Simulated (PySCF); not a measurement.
C6H10, SMILES C(CC)(C)=C=C. The structure is a stationary point at PBE-D3(BJ)/def2-SVP. Other conformers were not sampled.

Problem. Give the equilibrium geometry at PBE-D3(BJ)/def2-SVP (PySCF confirms it by a frequency run) as Cartesian coordinates in Å. (Estimate from the structure and the level; the computed values follow.)

Solution. Several could match; the one computed here: 
```xyz
16

C      2.5931    -0.3998     0.2636
C      1.3442    -0.0335     0.0565
C      0.0897     0.3404    -0.1412
C     -0.3327     1.0607    -1.4033
C     -0.9838     0.0492     0.8973
C     -2.0406    -0.9588     0.4253
H      3.3175     0.2674     0.7642
H      2.9679    -1.3888    -0.0557
H     -1.0816     0.4688    -1.9716
H     -0.8138     2.0315    -1.1540
H      0.5265     1.2574    -2.0710
H     -1.4830     1.0092     1.1625
H     -0.5008    -0.3211     1.8238
H     -2.7963    -1.1404     1.2162
H     -1.5733    -1.9316     0.1701
H     -2.5831    -0.6011    -0.4734
```
